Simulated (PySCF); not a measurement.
A geometry optimisation on Y(SMe)3, `C[S][Y]([S]C)[S]C`.

Method: PBE0-D3(BJ)/def2-SVP geometry optimisation, gas phase, def2 core potentials past Kr (PySCF 2.14.0). Start geometry: GFN2-xTB. The input is one job of a driver script: a line of settings, then coordinates in Å.

Input:
```
{"job": {"xc": "PBE0", "basis": "def2-SVP", "d3": "d3bj", "grid": 1, "maxiter": 30, "shake": 0.03, "kind": "geom"}, "charge": 0, "multiplicity": 1}
Y      0.345920     1.070530     1.661490
S      2.427360    -0.287240     0.880530
C      1.792490    -0.262130    -0.873340
H      0.942600    -0.666320    -0.909590
H      2.530790    -0.897820    -1.446450
H      1.867210     0.783230    -1.233110
S      0.129810     2.815020    -0.471050
C     -1.374810     2.125180    -1.208140
H     -1.349950     1.037040    -1.166320
H     -1.507150     2.498530    -2.171180
H     -2.310200     2.410620    -0.579260
S     -1.444850    -0.790080     0.927640
C     -0.683600    -2.232700     1.542970
H      0.426140    -2.157150     1.436510
H     -0.992950    -3.152650     1.024060
H     -0.833140    -2.327990     2.651640
```

Give the output.

```
step   0  E = -1351.68716694  max force = 0.179360
step   1  E = -1351.72568809  max force = 0.048150
step   2  E = -1351.73802743  max force = 0.016113
step   3  E = -1351.74222428  max force = 0.007467
step   4  E = -1351.74306788  max force = 0.004341
step   5  E = -1351.74439142  max force = 0.005566
step   6  E = -1351.74500650  max force = 0.005793
step   7  E = -1351.74529264  max force = 0.002604
step   8  E = -1351.74559534  max force = 0.005183
step   9  E = -1351.74567776  max force = 0.011943
... (11 lines left out)
step  21  E = -1351.75314074  max force = 0.002249
step  22  E = -1351.75252471  max force = 0.001914
step  23  E = -1351.75307062  max force = 0.000972
step  24  E = -1351.75311662  max force = 0.000926
step  25  E = -1351.75311831  max force = 0.000648
step  26  E = -1351.75317271  max force = 0.000619
step  27  E = -1351.75321661  max force = 0.000532
step  28  E = -1351.75323626  max force = 0.000435
step  29  E = -1351.75322928  max force = 0.000451
step  30  E = -1351.75322592  max force = 0.000295
optimisation converged
```

Energies in Eh; «max force» is the largest Cartesian gradient component in Eh/bohr.

How much energy does the optimisation release, in kJ/mol?

E(step 0) − E(last step) = 0.066059 Eh, which is 173.4 kJ/mol.

At which steps does the energy rise by more than 1e-5 Eh?

At steps 18 (+0.45 mEh) and 22 (+0.62 mEh).

In short: final energy -1351.75323 Eh after 30 steps; dipole 0.30 D.

Estimate the wall time. Hardware: an Arm Neoverse V2 with one thread, shared host with 32 logical CPUs at a one-minute load of 32. And the peak memory of the process?

About 10 min, with 0.74 GiB resident at the peak, the Python interpreter and its libraries included.
Labels such as C1 count atoms from 1, the log's own numbers from 0.
